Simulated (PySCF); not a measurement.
**Assigning NMR signals**

Molfile (atoms numbered from 1):
```
C3H8BF3S2
     RDKit          3D

 17 16  0  0  0  0  0  0  0  0999 V2000
   -1.4638    1.4316   -0.1337 C   0  0  0  0  0  0  0  0  0  0  0  0
   -0.6220   -0.0454   -0.7159 S   0  0  0  0  0  0  0  0  0  0  0  0
   -1.9636   -1.2431   -0.7208 C   0  0  0  0  0  0  0  0  0  0  0  0
    0.4184   -0.6141    0.8729 B   0  0  0  0  0  0  0  0  0  0  0  0
    1.6472    0.7554    1.2757 S   0  0  0  0  0  0  0  0  0  0  0  0
    2.9558    0.4030    0.0864 C   0  0  0  0  0  0  0  0  0  0  0  0
    3.5661   -0.7594    0.3067 F   0  0  0  0  0  0  0  0  0  0  0  0
    3.8790    1.3609    0.1528 F   0  0  0  0  0  0  0  0  0  0  0  0
    2.5074    0.3661   -1.1759 F   0  0  0  0  0  0  0  0  0  0  0  0
   -2.0209    1.2096    0.7873 H   0  0  0  0  0  0  0  0  0  0  0  0
   -0.6680    2.1575    0.0834 H   0  0  0  0  0  0  0  0  0  0  0  0
   -2.1261    1.8171   -0.9199 H   0  0  0  0  0  0  0  0  0  0  0  0
   -2.7011   -0.9724   -1.4881 H   0  0  0  0  0  0  0  0  0  0  0  0
   -2.4262   -1.2929    0.2749 H   0  0  0  0  0  0  0  0  0  0  0  0
   -1.5165   -2.2155   -0.9665 H   0  0  0  0  0  0  0  0  0  0  0  0
   -0.4024   -0.6812    1.7694 H   0  0  0  0  0  0  0  0  0  0  0  0
    0.9147   -1.6633    0.5199 H   0  0  0  0  0  0  0  0  0  0  0  0
  1  2  1  0
  2  3  1  0
  2  4  1  0
  4  5  1  0
  5  6  1  0
  6  7  1  0
  6  8  1  0
  6  9  1  0
  1 10  1  0
  1 11  1  0
  1 12  1  0
  3 13  1  0
  3 14  1  0
  3 15  1  0
  4 16  1  0
  4 17  1  0
M  CHG  2   2   1   4  -1
M  END
```

Method: σ from GIAO-PBE0/pcSseg-1, geometry from PBE0-D3(BJ)/def2-SVP, in PySCF 2.14.0 with density-fitted response routines (non-relativistic, isolated molecule, one computed conformer, fast rotation and ring inversion assumed for equivalent nuclei).

Chemical shifts δ = σref − σ; TMS for ¹³C, ¹H, all at this level.

Q: Assign these signals to the numbered atoms. ¹³C{¹H} NMR (computed): δ 140.7, 25.5.

A: 
140.7 → C6, CF3 carbon: 3 electronegative neighbours deshield it
25.5 → C1/C3, methyl carbon bonded to S

Q: Assign these signals to the numbered atoms. ¹H NMR (600 MHz, computed): δ 3.03 (br, 2H), 2.09 (s, 6H).

A: 
```tsv
δ (ppm)	atoms	environment	reason
3.03	H16/H17	hydrogen on a boron bonded to 2 S	–
2.09	H10/H11/H12/H13/H14/H15	hydrogen on a methyl carbon bonded to S	–
```

Hydrogens on boron are broadened and split by ¹¹B (spin 3/2, 80 %) and 10B (spin 3). Splittings by ¹⁹F in the carbon and heteronuclear signals aren't shown, as no couplings were computed. Shifts are as computed. Against solution values, carbons near 30 ppm lie about +2 ppm off and those near 130 ppm about +5 ppm. Of 1211 compounds with measured shifts, 218 miss one by over three times the rms of a fit or turn the order of signals round; such compounds aren't used in these exercises. Multiplicities follow the n + 1 count of equivalent neighbours, as no J values were calculated; m marks all less simple cases, F and P coupling included.
